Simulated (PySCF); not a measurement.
Input file for PySCF: R-HF/3-21G on CH5N (SMILES CN).

```python
from pyscf import gto, scf, dft, mp
from pyscf.data.elements import chemcore

mol = gto.M(
    atom='''
    C    -0.83772371    0.19052639    3.14874290
    N     0.42222000   -0.37232230    2.64466059
    H    -1.60569019    0.06835000    2.38621209
    H    -0.70263480    1.25843687    3.31447434
    H    -1.18093502   -0.27316117    4.07713880
    H     0.33686052   -1.36270130    2.44597559
    H     1.17776588   -0.25427296    3.31011581
    ''',
    basis='3-21g',
    charge=0, spin=0, verbose=3, max_memory=1800)
mf = scf.RHF(mol)
mf.conv_tol = 1e-8
mf.max_cycle = 100
mf.kernel()
if not mf.converged:
    mf = mf.newton().run(mf.mo_coeff, mf.mo_occ)
```

Program output:

```
converged SCF energy = -94.680937936926
```

The run converged.

Cost: around 0.05 core-seconds (rough).
